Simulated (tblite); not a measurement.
Compound: C₄H₁₂BFGe₂.
Numbering: `[F:1][CH2:2][CH2:3][Ge@H:4]1[BH:5][CH2:6][GeH2:7][CH2:8]1` (hydrogens: H9, H10 on C2; H11, H12 on C3; H13 on Ge4; H14 on B5; H15, H16 on C6; H17, H18 on Ge7; H19, H20 on C8)

Computed with GFN2-xTB (tblite), gas phase: L-BFGS steps from a force-field or distance-geometry start until the largest atomic force falls under 0.01 eV/Å.

Step 67: E = -665.3316 eV
```
atom  x, y, z in Å  |  force x, y, z in eV/Å
F1      3.2219    1.0207   -1.3316    0.022   0.004   0.010
C2      1.9975    0.6580   -0.8137    0.004   0.014  -0.014
C3      2.0542   -0.7065   -0.1740    0.015   0.005   0.001
Ge4     0.2776   -1.1478    0.6164   -0.039  -0.046   0.032
B5     -0.4651    0.4458    1.6378    0.023  -0.005  -0.014
C6     -1.7974    0.9722    1.0436    0.021  -0.002  -0.024
Ge7    -1.8284    0.5426   -0.9118    0.015   0.020  -0.015
C8     -1.0006   -1.2478   -0.9188    0.004   0.000  -0.002
H9      1.7268    1.4328   -0.0867    0.013   0.015  -0.003
H10     1.2958    0.6815   -1.6549   -0.010  -0.007  -0.018
H11     2.8139   -0.7058    0.6073    0.018  -0.001   0.020
H12     2.3499   -1.4454   -0.9179   -0.006  -0.027   0.000
H13     0.4553   -2.5534    1.1820   -0.008   0.023   0.005
H14     0.1302    1.0327    2.4549    0.001   0.014   0.011
H15    -2.0431    2.0084    1.2730   -0.022   0.016  -0.004
H16    -2.6235    0.3690    1.4337    0.003  -0.036   0.009
H17    -3.2401    0.5907   -1.4596   -0.025  -0.004   0.008
H18    -1.0497    1.5620   -1.7107   -0.022  -0.001   0.019
H19    -1.7670   -2.0003   -0.7403    0.001  -0.005   0.002
H20    -0.5134   -1.4989   -1.8570   -0.009   0.023  -0.025
```

Step 68: E = -665.3320 eV
```
atom  x, y, z in Å  |  force x, y, z in eV/Å
F1      3.2276    1.0176   -1.3296    0.016   0.003   0.007
C2      2.0009    0.6570   -0.8155   -0.001   0.012  -0.005
C3      2.0542   -0.7062   -0.1734    0.013  -0.012   0.005
Ge4     0.2768   -1.1481    0.6166   -0.027  -0.035   0.042
B5     -0.4654    0.4463    1.6376    0.017   0.004  -0.020
C6     -1.8008    0.9689    1.0465    0.010   0.009  -0.010
Ge7    -1.8298    0.5441   -0.9094    0.013   0.005  -0.025
C8     -1.0004   -1.2460   -0.9178   -0.002  -0.003  -0.022
H9      1.7288    1.4321   -0.0902    0.012   0.029   0.005
H10     1.3009    0.6807   -1.6580   -0.007  -0.009  -0.025
H11     2.8135   -0.7060    0.6081    0.018   0.003   0.024
H12     2.3497   -1.4466   -0.9157   -0.003  -0.035  -0.008
H13     0.4526   -2.5541    1.1821   -0.005   0.025   0.003
H14     0.1347    1.0411    2.4460   -0.003   0.006   0.009
H15    -2.0472    2.0054    1.2751   -0.022   0.007   0.002
H16    -2.6279    0.3649    1.4346    0.022  -0.028   0.004
H17    -3.2414    0.5882   -1.4580   -0.024   0.000   0.010
H18    -1.0532    1.5666   -1.7072   -0.023  -0.008   0.024
H19    -1.7655   -2.0009   -0.7437   -0.005   0.002   0.012
H20    -0.5132   -1.4944   -1.8564    0.001   0.024  -0.032
```

Step 69: E = -665.3325 eV
```
atom  x, y, z in Å  |  force x, y, z in eV/Å
F1      3.2337    1.0147   -1.3270    0.005   0.000   0.003
C2      2.0043    0.6562   -0.8175   -0.005   0.003   0.006
C3      2.0546   -0.7059   -0.1724    0.006  -0.024   0.010
Ge4     0.2756   -1.1491    0.6174   -0.006  -0.009   0.030
B5     -0.4654    0.4460    1.6375    0.006   0.008  -0.024
C6     -1.8028    0.9667    1.0483    0.003   0.019   0.000
Ge7    -1.8322    0.5451   -0.9074    0.003  -0.017  -0.024
C8     -1.0001   -1.2438   -0.9179   -0.006  -0.007  -0.034
H9      1.7309    1.4323   -0.0938    0.009   0.035   0.006
H10     1.3064    0.6793   -1.6620    0.003  -0.008  -0.023
H11     2.8132   -0.7055    0.6101    0.012   0.005   0.020
H12     2.3502   -1.4484   -0.9127   -0.003  -0.033  -0.008
H13     0.4495   -2.5546    1.1822   -0.001   0.015   0.004
H14     0.1372    1.0458    2.4403   -0.002   0.002   0.010
H15    -2.0481    2.0040    1.2753   -0.024   0.004   0.010
H16    -2.6312    0.3639    1.4364    0.036  -0.022   0.001
H17    -3.2451    0.5832   -1.4543   -0.019   0.005   0.010
H18    -1.0601    1.5705   -1.7049   -0.017  -0.005   0.021
H19    -1.7632   -2.0016   -0.7482   -0.011   0.007   0.018
H20    -0.5127   -1.4881   -1.8574    0.012   0.021  -0.035
```

Step 70: E = -665.3328 eV
```
atom  x, y, z in Å  |  force x, y, z in eV/Å
F1      3.2380    1.0124   -1.3256   -0.008  -0.004   0.001
C2      2.0065    0.6558   -0.8190   -0.006  -0.008   0.016
C3      2.0547   -0.7064   -0.1720   -0.001  -0.026   0.012
Ge4     0.2743   -1.1499    0.6192    0.016   0.021   0.003
B5     -0.4645    0.4473    1.6363    0.000   0.030  -0.012
C6     -1.8055    0.9635    1.0502   -0.008   0.024   0.014
Ge7    -1.8329    0.5462   -0.9066   -0.012  -0.029  -0.014
C8     -1.0004   -1.2424   -0.9174   -0.003  -0.012  -0.038
H9      1.7332    1.4329   -0.0961    0.007   0.028   0.001
H10     1.3098    0.6790   -1.6650    0.015  -0.009  -0.011
H11     2.8135   -0.7058    0.6109    0.002   0.005   0.009
H12     2.3498   -1.4503   -0.9117   -0.006  -0.023   0.001
H13     0.4464   -2.5540    1.1841    0.002   0.000   0.008
H14     0.1425    1.0540    2.4323   -0.017  -0.014  -0.009
H15    -2.0544    2.0004    1.2775   -0.021  -0.010   0.013
H16    -2.6329    0.3567    1.4366    0.057  -0.007  -0.008
H17    -3.2462    0.5830   -1.4548   -0.007   0.008   0.015
H18    -1.0608    1.5740   -1.6999   -0.014  -0.003   0.015
H19    -1.7629   -2.0014   -0.7495   -0.014   0.012   0.017
H20    -0.5133   -1.4843   -1.8578    0.017   0.016  -0.031
```

Task: Estimate the geometry and energy of step 71. (The exact step hangs on the optimiser's Hessian estimate; all steps are aligned on step 70, rigid shifts and turns removed.)

Result: E = -665.3332 eV, largest force 0.067 eV/Å
```
atom  x, y, z in Å  |  force x, y, z in eV/Å
F1      3.2435    1.0101   -1.3226   -0.019  -0.011  -0.001
C2      2.0093    0.6550   -0.8203   -0.004  -0.019   0.021
C3      2.0554   -0.7068   -0.1702   -0.006  -0.016   0.011
Ge4     0.2731   -1.1509    0.6204    0.030   0.046  -0.038
B5     -0.4644    0.4467    1.6359   -0.016   0.016  -0.019
C6     -1.8048    0.9638    1.0502   -0.001   0.025   0.000
Ge7    -1.8367    0.5455   -0.9059   -0.029  -0.044   0.005
C8     -0.9998   -1.2405   -0.9194    0.004  -0.014  -0.030
H9      1.7353    1.4349   -0.0999    0.000   0.011  -0.007
H10     1.3156    0.6768   -1.6696    0.026  -0.007   0.006
H11     2.8131   -0.7040    0.6144   -0.006   0.001  -0.002
H12     2.3512   -1.4530   -0.9082   -0.008  -0.006   0.013
H13     0.4434   -2.5541    1.1839    0.005  -0.016   0.013
H14     0.1408    1.0521    2.4324    0.002   0.001   0.011
H15    -2.0505    2.0014    1.2750   -0.029   0.006   0.023
H16    -2.6325    0.3601    1.4392    0.045  -0.015  -0.001
H17    -3.2521    0.5759   -1.4480   -0.010   0.010   0.011
H18    -1.0730    1.5758   -1.6999    0.004   0.013  -0.001
H19    -1.7602   -2.0021   -0.7548   -0.013   0.012   0.012
H20    -0.5118   -1.4759   -1.8609    0.022   0.006  -0.026
```

The energy changes by -0.0003 eV. The first-order estimate −F·Δx gives -0.0006 eV and the mean of the old and new forces, exact on a quadratic surface, -0.0003 eV. The step makes an angle of 79° with the force vector and moves no atom by more than 0.012 Å.

What follows is the cost of the whole relaxation. The run took 1.2 s wall on one thread, Arm Neoverse V1 (aarch64), no GPU, shared host with 64 logical CPUs at a one-minute load of 46.
